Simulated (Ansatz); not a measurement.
A run for Ansatz (an electronic-structure program): U-PBE0/def2-TZVPP on BeSi-, 2S+1 = 4, a spin state set in the input, which need not be the lowest, a point of a bond scan (R = 2.169 Å). Charge -1.

Ansatz 0.2 input:
```yaml
crystal:
  periodic: [false, false, false]
  atoms:
    - {symbol: Be, position_ang: [0.00000000, 0.00000000, 0.00000000]}
    - {symbol: Si, position_ang: [0.00000000, 0.00000000, 2.16879000]}
basis:
  gaussian:
    orbitals: def2-TZVPP
    pivot_positions_ang: [[0.00000000, 0.00000000, 0.00000000], [0.00000000, 0.00000000, 2.16879000]]
hamiltonian:
  xc: {name: PBE0}
total_charge: -1
magnetization: {spin_polarized: true, initial_magnetization: 3}
output: {forces: true, orbitals: {seedname: ./end}}
```

The head of its log:

```
WARN ansatz: RAYON_NUM_THREADS=1 ignored (pool sized by the plan → 1); use --threads N
Functional definition: PBE0
integrals: 0.01 GiB planned
432 factors; their error is unknown
mean field: 0.16 GiB planned
mean field evaluation 1: about -8271.8740 eV, gradient 5.1e0 eV
mean field evaluation 2: about -8271.9767 eV, gradient 5.7e0 eV
```

Task: Predict the final total energy.

Result: -304.0009 hartree.
